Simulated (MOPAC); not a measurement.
Job for MOPAC: PM3 on H5NSn (SMILES [NH2][SnH3]), a point of a bond scan (R = 1.709 Å).

```
PM3 1SCF PRECISE CHARGE=0 THREADS=1
H5NSn

Sn    -0.28215657 1     0.02775224 1     0.02377762 1
N      1.74303182 1    -0.14346269 1    -0.23754058 1
H     -0.98598534 1    -1.02540252 1    -1.12314122 1
H     -0.65127624 1     1.66593101 1    -0.29253503 1
H     -0.81069646 1    -0.39503089 1     1.60666677 1
H      2.08100846 1    -1.08855163 1    -0.09745354 1
H      2.27355521 1     0.45968091 1     0.38036592 1
```

Output:

```
*******************************************************************************
 **                                                                           **
 **                              MOPAC v23.2.5                                **
 **                                                                           **
 *******************************************************************************
 ** MOPAC's Digital Object Identifier: https://doi.org/10.5281/zenodo.6511958 **
 **                                                                           **
 ** Please cite the open-source release paper for use of this MOPAC version:  **
 ** J. E. Moussa and J. J. P. Stewart (2026)                                  **
 ** MOPAC: An open-source semiempirical molecular orbital program             **
 ** J. Open Source Softw., 11(119), 8025, https://doi.org/10.21105/joss.08025 **
 *******************************************************************************

                              PM3 CALCULATION RESULTS

 *******************************************************************************
 *  PM3        - The PM3 Hamiltonian to be used
 *
 *
 *
 *                 CHARGE ON SYSTEM = 0
 *
 *
 *
 *  PRECISE    - TIGHTER CRITERIA TO BE USED
 *  1SCF       - DO 1 SCF AND THEN STOP
 *  THREADS=1  - MULTI-THREADING NOT USED
 *  T=         - A TIME OF 172800.0 SECONDS REQUESTED
 *  DUMP=N     - RESTART FILE WRITTEN EVERY 7200.0 SECONDS REQUESTED
 *******************************************************************************
PM3 1SCF PRECISE CHARGE=0 THREADS=1
 H5NSn

   ATOM   CHEMICAL          X               Y               Z
  NUMBER   SYMBOL      (ANGSTROMS)     (ANGSTROMS)     (ANGSTROMS)

     1      Sn         -0.28215657  *   0.02775224  *   0.02377762  *
     2       N          1.74303182  *  -0.14346269  *  -0.23754058  *
     3       H         -0.98598534  *  -1.02540252  *  -1.12314122  *
     4       H         -0.65127624  *   1.66593101  *  -0.29253503  *
     5       H         -0.81069646  *  -0.39503089  *   1.60666677  *
     6       H          2.08100846  *  -1.08855163  *  -0.09745354  *
     7       H          2.27355521  *   0.45968091  *   0.38036592  *



          CARTESIAN COORDINATES

    NO.       ATOM           X           Y           Z

     1        Sn         -0.2822      0.0278      0.0238
     2         N          1.7430     -0.1435     -0.2375
     3         H         -0.9860     -1.0254     -1.1231
     4         H         -0.6513      1.6659     -0.2925
     5         H         -0.8107     -0.3950      1.6067
     6         H          2.0810     -1.0886     -0.0975
     7         H          2.2736      0.4597      0.3804

  H: (PM3): J. J. P. STEWART, J. COMP. CHEM. 10, 209 (1989).
  N: (PM3): J. J. P. STEWART, J. COMP. CHEM. 10, 209 (1989).
 Sn: (PM3): J. J. P. STEWART, J. COMP. CHEM. 12, 320-341 (1991).

           Empirical Formula: H5 N Sn  =     7 atoms



      MOLECULAR POINT GROUP   :   Cs


      RHF CALCULATION, NO. OF DOUBLY OCCUPIED LEVELS = 7


 -------------------------------------------------------------------------------
 PM3 1SCF PRECISE CHARGE=0 THREADS=1
 H5NSn



     1SCF WAS SPECIFIED, SO BFGS WAS NOT USED
     SCF FIELD WAS ACHIEVED


                              PM3 CALCULATION
                                                       MOPAC v23.2.5 Linux




          FINAL HEAT OF FORMATION =         33.87525 KCAL/MOL =     141.73406 KJ/MOL


          COSMO AREA              =         98.43 SQUARE ANGSTROMS
          COSMO VOLUME            =         85.75 CUBIC ANGSTROMS

          IONIZATION POTENTIAL    =          9.759903 EV
          HOMO LUMO ENERGIES (EV) =         -9.760 -0.256
          NO. OF FILLED LEVELS    =          7
          MOLECULAR WEIGHT        =        137.7362         POINT GROUP:  Cs

          MOLECULAR DIMENSIONS (Angstroms)

            Atom       Atom       Distance
            H     7    H     3     3.88466
            H     6    H     4     3.65529
            H     5    N     2     2.55151


          SCF CALCULATIONS        =          1





   ATOM   CHEMICAL          X               Y               Z
  NUMBER   SYMBOL      (ANGSTROMS)     (ANGSTROMS)     (ANGSTROMS)

     1      Sn         -0.28215657  *   0.02775224  *   0.02377762  *
     2       N          1.74303182  *  -0.14346269  *  -0.23754058  *
     3       H         -0.98598534  *  -1.02540252  *  -1.12314122  *
     4       H         -0.65127624  *   1.66593101  *  -0.29253503  *
     5       H         -0.81069646  *  -0.39503089  *   1.60666677  *
     6       H          2.08100846  *  -1.08855163  *  -0.09745354  *
     7       H          2.27355521  *   0.45968091  *   0.38036592  *

                             CARTESIAN COORDINATES

   1   Sn       -0.282156570     0.027752240     0.023777620
   2    N        1.743031820    -0.143462690    -0.237540580
   3    H       -0.985985340    -1.025402520    -1.123141220
   4    H       -0.651276240     1.665931010    -0.292535030
   5    H       -0.810696460    -0.395030890     1.606666770
   6    H        2.081008460    -1.088551630    -0.097453540
   7    H        2.273555210     0.459680910     0.380365920


           Empirical Formula: H5 N Sn  =     7 atoms



      MOLECULAR POINT GROUP   :   Cs


                  EIGENVALUES
 -27.63520 -16.55059 -15.82230 -13.41552 -12.46818 -12.40155  -9.75990  -0.25620
   0.07901   0.61312   0.62076   3.84975   4.86192


              NET ATOMIC CHARGES AND DIPOLE CONTRIBUTIONS

  ATOM NO.   TYPE          CHARGE      No. of ELECS.   s-Pop       p-Pop
    1         Sn           0.048980        3.9510     1.12873     2.82229
    2          N          -0.086225        5.0862     1.46222     3.62400
    3          H          -0.003805        1.0038     1.00380
    4          H          -0.003805        1.0038     1.00380
    5          H          -0.035496        1.0355     1.03550
    6          H           0.040175        0.9598     0.95983
    7          H           0.040175        0.9598     0.95983
 DIPOLE           X         Y         Z       TOTAL
 POINT-CHG.     0.220     0.000    -0.089     0.238
 HYBRID        -0.067    -0.365     1.211     1.267
 SUM            0.154    -0.365     1.121     1.189


          ATOMIC ORBITAL ELECTRON POPULATIONS

     Atom    s        px        py        pz
    1 Sn   1.12873   0.88487   0.97515   0.96227
    2  N   1.46222   0.96682   1.06684   1.59033
    3  H   1.00380
    4  H   1.00380
    5  H   1.03550
    6  H   0.95983
    7  H   0.95983

 **********************
 *                    *
 * JOB ENDED NORMALLY *
 *                    *
 **********************




 == MOPAC DONE ==
```

The run finished.

Cost: about 0.010 core-seconds (a rough figure).
